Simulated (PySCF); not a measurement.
Ligand exchange on a metal centre used in film growth or etching (Zr Cl-H). Gas-phase values, no solvent.

The HOMO–LUMO gap from two functionals at the same geometries (r2SCAN-D4/def2-SVP), both in PySCF: PBE-D3(BJ)/def2-TZVP and B3LYP-D3(BJ)/def2-TZVP. B3LYP has the VWN-RPA correlation part, as in Gaussian. 

| species | B3LYP-D3(BJ)/def2-TZVP (eV) |
|---|---|
| 1 of 4 Cl replaced by H | 6.05 |
| 2 of 4 Cl replaced by H ([Zr(Cl)2(H)2]) | 5.61 |
| 3 of 4 Cl replaced by H ([Zr(Cl)(H)3]) | 5.64 |
| 4 of 4 Cl replaced by H | 5.60 |

Problem. What does PBE-D3(BJ)/def2-TZVP give for each?

Solution. 
- 1 of 4 Cl replaced by H: 4.21
- 2 of 4 Cl replaced by H ([Zr(Cl)2(H)2]): 3.76
- 3 of 4 Cl replaced by H ([Zr(Cl)(H)3]): 3.77
- 4 of 4 Cl replaced by H: 3.70
Over these rows, drawn at random from the members with no instability flagged (it was tested for open shells, ions and some series alone), PBE minus B3LYP-D3(BJ): mean -1.87 eV, from -1.90 eV to -1.84 eV.
